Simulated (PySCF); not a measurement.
InH, SMILES [InH] (connectivity only; charge and spin as stated), neutral, multiplicity 1.

Geometry: B3LYP-D3(BJ)/def2-TZVPD. The def2 effective core potentials stand for the cores of In; spin–orbit coupling is left out.

Two levels are set side by side: PBE/def2-TZVPD (PySCF) and HF/def2-TZVPD (PySCF). Same geometry, gas phase. Differences are taken from unrounded values.

| quantity | PBE |
|---|---|
| orbital gap (eV) | 2.35 |
| highest occupied level (eV) | -4.80 |
| lowest empty level (eV) | -2.44 |
| dipole moment (D) | 0.98 |
| mean polarisability (bohr³) | 52.5 |

Q: These are the PBE values. What does HF give? (The exact figures need the calculation; the answer reports its results.)

A: 
```json
[
 {"quantity": "orbital gap (eV)", "HF": "8.13", "PBE minus HF": "-5.77"},
 {"quantity": "highest occupied level (eV)", "HF": "-7.68", "PBE minus HF": "2.88"},
 {"quantity": "lowest empty level (eV)", "HF": "0.45", "PBE minus HF": "-2.89"},
 {"quantity": "dipole moment (D)", "HF": "0.65", "PBE minus HF": "0.34"},
 {"quantity": "mean polarisability (bohr³)", "HF": "55.7", "PBE minus HF": "-3.2"}
]
```

PBE's occupied levels lie high since its potential decays too fast outside the molecule; exact exchange lowers them and widens the gap. Differences between two approximate levels are no errors against the true value.

Rough cost on one machine, each run with all the roots and properties that it gave: HF against PBE about 1/3.
